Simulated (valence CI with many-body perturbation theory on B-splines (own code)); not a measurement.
Cl4+: electric-dipole lines

Calculated by valence CI with perturbative core correlation (CI+MBPT): three valence electrons over a frozen Dirac-Fock core [Ne], radial functions for each j: 11 s, 11 p, 10 d, 8 f, 5 g, 2 h, with the one-electron correlation potential Σ1 (screened to all orders), the two-electron term Σ2, the three-electron term Σ3, Breit, model QED; selected single and double excitations, second order for the rest, scaled by the run's own slope (own B-spline code, finite nucleus).

No measured levels were compared; by estimate levels hold to about 100 cm⁻¹ or 0.05 % of their energy and the worst to 300 or 400 cm⁻¹, as in measured light ions of charge 2 to 7.

Lines 301 to 350 of 567 in falling wavelength, among levels below 60.509 eV, chosen from the strongest by gf and those to the six lowest levels. Wavelengths and rates use the calculated energies, so an error of 100 cm⁻¹ moves a line at 66.93 nm by 0.067 % and its rate by three times that or more. Electric multipoles are in the length gauge, E1 and E2 with the static RPA response of the core. Weak lines are less certain than strong ones. Lines between different terms over intervals too small for the method are left out, as are lines whose strength nearly cancels. Where a level lies close to another of its J and parity, the split of strength between their lines is uncertain. The highest levels of a list are the least certain.

Names give the largest LS component (configuration and term), which can be under half, so a name can repeat, a term be missing and a line seem to break the LS rules; names also repeat where a configuration has a term twice. Letters in brackets count levels of one name in rising energy.

```tsv
λ vac (nm)	Upper	Lower	A (s⁻¹)	S (a.u.)
66.93	3s 3p 4p 2P_1/2 [b]	3s2 4p 2P°_1/2	4.93e+09	1.46e+00
66.85	3s 3d2 2D_5/2	3s 3p 3d 2F°_7/2 [b]	1.71e+09	1.52e+00
66.85	3p2 3d 2F_5/2 [b]	3s 3p 3d 2D°_3/2 [a]	1.35e+09	1.19e+00
66.85	3s 3d2 2D_3/2	3s 3p 3d 2F°_5/2 [b]	2.10e+09	1.24e+00
66.78	3s 3p 3d 2P°_3/2 [b]	3s2 3d 2D_5/2	6.52e+09	3.83e+00
66.78	3s 3p 3d 2P°_1/2 [b]	3s2 3d 2D_3/2	6.92e+09	2.03e+00
66.71	3p2 3d 2F_7/2 [b]	3s 3p 3d 2D°_5/2 [a]	1.66e+09	1.95e+00
66.65	3p2 3d 2D_5/2 [b]	3s 3p 3d 2D°_5/2 [a]	8.68e+08	7.61e-01
66.20	3p2 3d 2F_5/2 [a]	3p3 2D°_3/2	6.75e+08	5.80e-01
66.00	3p2 3d 2F_7/2 [a]	3p3 2D°_5/2	7.70e+08	8.74e-01
65.89	3s 3p 4s 2P°_1/2 [b]	3s2 4s 2S_1/2	5.16e+09	1.46e+00
65.86	3s 3p 4s 2P°_3/2 [b]	3s2 4s 2S_1/2	5.17e+09	2.91e+00
65.21	3s 3p 3d 2D°_3/2 [b]	3s2 3d 2D_3/2	5.16e+09	2.83e+00
65.13	3s 3p 3d 2D°_5/2 [b]	3s2 3d 2D_5/2	5.05e+09	4.13e+00
64.55	3s 3p 4p 2S_1/2 [b]	3s2 4p 2P°_3/2	3.05e+09	8.09e-01
64.38	3p2 3d 2D_5/2 [a]	3p3 2P°_3/2	1.11e+09	8.74e-01
64.33	3p2 3d 2D_3/2 [a]	3p3 2P°_1/2	9.27e+08	4.87e-01
64.03	3s 3p 4p 2S_1/2 [a]	3p3 2P°_3/2	2.13e+09	5.53e-01
63.86	3s 3p2 2P_1/2	3s2 3p 2P°_3/2	4.10e+09	1.05e+00
63.47	3s 3p2 2P_3/2	3s2 3p 2P°_3/2	9.24e+09	4.66e+00
63.26	3s 3p2 2P_1/2	3s2 3p 2P°_1/2	6.98e+09	1.74e+00
62.87	3s 3p2 2P_3/2	3s2 3p 2P°_1/2	1.94e+09	9.53e-01
62.15	3s 3p 4f 2D_5/2	3s 3p 3d 2P°_3/2 [a]	1.26e+10	8.94e+00
62.13	3s 3p 4f 2D_3/2	3s 3p 3d 2P°_1/2 [a]	1.03e+10	4.88e+00
62.04	3s 3p 4f 2G_7/2	3s 3p 3d 2F°_5/2 [b]	7.21e+09	6.80e+00
61.99	3s 3p 4f 2D_3/2	3s 3p 3d 2P°_3/2 [a]	1.91e+09	8.98e-01
61.62	3s 3p 4f 2G_9/2	3s 3p 3d 2F°_7/2 [b]	7.70e+09	8.90e+00
61.33	3s 3d2 2G_9/2	3s 3p 3d 2F°_7/2 [a]	3.70e+08	4.21e-01
61.21	3s 3p 3d 2P°_3/2 [a]	3s 3p2 2P_3/2	3.28e+09	1.48e+00
61.16	3s 3p 4p 2D_3/2 [b]	3s 3p 3d 2D°_3/2 [a]	1.06e+09	4.80e-01
61.04	3s 3p 4p 2D_5/2 [b]	3s 3p 3d 2D°_5/2 [a]	1.02e+09	6.85e-01
60.98	3s 3p 4p 2P_3/2 [b]	3s 3p 3d 2D°_5/2 [a]	1.10e+09	4.93e-01
60.97	3p2 3d 2P_3/2 [a]	3p3 2D°_5/2	6.18e+09	2.77e+00
60.92	3s 3d2 4F_7/2	3s 3p 3d 4D°_7/2	5.05e+08	4.51e-01
60.91	3s 3d2 4F_9/2	3s 3p 3d 4D°_7/2	3.94e+09	4.39e+00
60.88	3s 3d2 4F_5/2	3s 3p 3d 4D°_5/2	8.58e+08	5.73e-01
60.88	3s 3d2 4F_7/2	3s 3p 3d 4D°_5/2	3.27e+09	2.91e+00
60.83	3s 3d2 4F_3/2	3s 3p 3d 4D°_3/2	9.97e+08	4.43e-01
60.82	3s 3d2 4F_5/2	3s 3p 3d 4D°_3/2	2.81e+09	1.87e+00
60.77	3s 3d2 4F_3/2	3s 3p 3d 4D°_1/2	2.66e+09	1.18e+00
60.72	3s 3p 3d 2P°_1/2 [a]	3s 3p2 2P_1/2	3.37e+09	7.44e-01
60.63	3p2 3d 2P_1/2 [a]	3p3 2D°_3/2	6.87e+09	1.51e+00
59.45	3s 3p 3d 2D°_5/2 [a]	3s 3p2 2D_5/2	1.01e+10	6.28e+00
59.43	3s 3p 3d 2D°_3/2 [a]	3s 3p2 2D_5/2	1.04e+09	4.31e-01
59.42	3s 3p 3d 2D°_5/2 [a]	3s 3p2 2D_3/2	7.97e+08	4.95e-01
59.41	3s 3p 3d 2D°_3/2 [a]	3s 3p2 2D_3/2	9.83e+09	4.07e+00
57.77	3p2 3d 2P_1/2 [b]	3p3 2P°_1/2	8.04e+09	1.53e+00
57.76	3p2 3d 2P_1/2 [b]	3p3 2P°_3/2	3.26e+09	6.21e-01
57.65	3p2 3d 2P_3/2 [b]	3p3 2P°_1/2	2.08e+09	7.87e-01
57.63	3p2 3d 2P_3/2 [b]	3p3 2P°_3/2	9.04e+09	3.41e+00
```
